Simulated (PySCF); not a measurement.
These are B3LYP-D3(BJ)/def2-TZVP (PySCF) values and carry that method's errors. All species are isolated molecules in the gas phase. B3LYP has the VWN-RPA correlation part, as in Gaussian. Delta-SCF ions had no search for a lower state. 

Reference species (SMILES): `BrB(Br)Br` (neutral, multiplicity 1).

The HOMO is -8.04 eV and the vertical ionisation energy (Delta-SCF) is 10.22 eV.

Changed species: `NB(N)N` (3 of 3 Br replaced by NH2; the reference has 0 of 3 Br replaced by NH2).

### Question
Give the shifts of the HOMO and vertical ionisation energy (Delta-SCF).

### Answer
the HOMO rises by 1.74 eV, to -6.30 eV; the vertical ionisation energy (Delta-SCF) falls by 1.40 eV, to 8.82 eV.
